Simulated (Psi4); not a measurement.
I4Zr, singlet, at a GFN2-xTB geometry (such geometries of metal compounds can be far from the true shape) (core potentials on I, Zr). Base run: M06-2X/def2-SVP (Psi4).

Here is a job for Psi4.
```
memory 2 GB

molecule {
0 1
  Zr   -0.00000000    0.00000000   -0.00000000
  I     2.18545725   -0.64946479   -1.61123517
  I     0.86527892    0.40345503    2.62347539
  I    -1.19847694    2.33403420   -0.95396228
  I    -1.85225923   -2.08802445   -0.05827794
}

set basis def2-svp

energy('m06-2x')
print_variables()
```

Each row names what was changed in the base input (with any setting that the change needs).

```csv
change,ΔE vs base (mEh),SCF cycles,grid points,basis functions,outcome
base,0.000,9,108019,135,converged
dft_basis_tolerance = 1e-8,0.000,9,105491,135,converged
scf_initial_accelerator = ediis,0.000,9,108019,135,converged
basis_guess = sto-3g,-,-,-,135,stopped with an error
diis_max_vecs = 3,0.000,12,108019,135,converged
df_basis_scf = def2-universal-jkfit,0.000,9,108019,135,converged
dft_radial_points = 50,10.414,9,72144,135,converged
d_convergence = 1e-10,0.000,17,108019,135,converged
puream = false,-2.949,10,108019,148,converged
cholesky_tolerance = 1e-3 (with scf_type cd),-,-,-,135,input refused
soscf = true,-,-,-,135,stopped with an error
dft_spherical_points = 590,-0.040,9,208535,135,converged
scf_type = pk,-0.002,9,108019,135,converged
```

- basis_guess = sto-3g: ended with `psi4.driver.p4util.exceptions.ValidationError: Projecting from basis (STO-3G) with (0) ECP electrons to basis (DEF2-SVP) with (140) ECP electrons will be a disaster. Select a compatible cast-up basis with 'set guess_basis YOUR_BASIS_HERE'.`
- cholesky_tolerance = 1e-3 (with scf_type cd): ended with `Fatal Error: Not enough memory for CD.`
- soscf = true: ended with `Fatal Error: Vx: RKS does not support rotated V builds for MGGA's`
